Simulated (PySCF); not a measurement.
# Heteronuclear NMR

Structure with atom numbers: `[CH3:1][C:2](=[O:3])[c:4]1[cH:5][n:6][n:7][n:8][c:9]1[CH3:10]` (H(Xn): hydrogen on atom n).

PySCF 2.14 calculation with GFN2-xTB structure and GIAO PBE0/pcSseg-1 shieldings; no solvent, non-relativistic, one conformer, one averaged value for each set of equivalent atoms.

Task: Predict the ¹⁵N NMR data.

Result: 
```
atoms                  environment  σ (ppm)  δ (ppm)
   N7  pyridine-type ring nitrogen   -293.8    122.6
   N8  pyridine-type ring nitrogen   -176.6     14.6
   N6  pyridine-type ring nitrogen   -165.0      3.9
```

Shieldings were converted by a linear fit to measured shifts: ¹⁵N: δ = -148.07 − 0.921σ (rms 6.3 ppm, 71 shifts vs CH3NO2, solution or neat liquid). Occasional misses reach two or three times the rms, and more in compound classes unlike the fitted ones.

On a 300 MHz spectrometer ¹⁵N resonates near 30.4 MHz, so 1 ppm is 30.4 Hz.

Task: Predict the ¹⁷O NMR data.

Result: 
| atoms | environment | σ (ppm) | δ (ppm) |
| --- | --- | --- | --- |
| O3 | ketone oxygen | -390.7 | 622.6 |

Shieldings were converted by a linear fit to measured shifts: ¹⁷O (scatter 10.7 ppm rms, 12.2 ppm with the 3 outliers that the fit left out vs liquid water, solution or neat liquid). A few per cent of atoms miss by over 2 rms, more outside the fitted compound classes.

On a 600 MHz spectrometer ¹⁷O resonates near 81.3 MHz, so 1 ppm is 81.3 Hz.
